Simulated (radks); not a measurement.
Results of a calculation; reference values are marked as such.
Spherical quantum dot in the effective-mass picture: electrons in a parabolic well V = omega^2 r^2 / 2 with omega = 2.91, all in effective atomic units (hartree* = m*/eps^2 hartree, bohr* = eps/m* bohr), one dielectric constant everywhere. Level of theory: non-relativistic Kohn-Sham, PBE, spin-polarised, spherical densities (a radial shooting solver with Libxc functionals). Levels are named by radial order and angular momentum (1s, 1p, 1d, 2s, ...), and open shells are averaged over m. Results are scaled to m* = 0.038 and eps = 4.4, for which hartree* = 53.41 meV and bohr* = 6.127 nm.

N = 18, configuration 1s2 1p6 1d10. This is the lowest configuration that the search found. Occupied and some empty levels:

level,occupation,eigenvalue (meV),<r> (nm)
1s,2,1038.4,5.134
1p,6,1136.0,6.618
1d,10,1240.3,7.692
2s,0,1251.9,6.885
1f,0,1351.4,8.559
2p,0,1371.4,7.803

Energy (meV): total 14775.8, kinetic 2891.6, external 5901.5, Hartree 6755.1, exchange-correlation -772.33.

Electron density:

r (nm),n(r) (e/nm^3)
0.666,0.003742
1.41,0.004072
2.15,0.004625
2.89,0.005337
3.63,0.006072
4.37,0.006638
5.12,0.006848
5.86,0.006587
6.60,0.005853
7.34,0.004773
8.08,0.003550
8.82,0.002396
9.56,0.001463
10.3,0.0008069
11.0,0.0004031
11.8,0.0001824
12.5,0.00007469
13.3,0.00002762
14.0,9.234e-06
14.8,2.793e-06
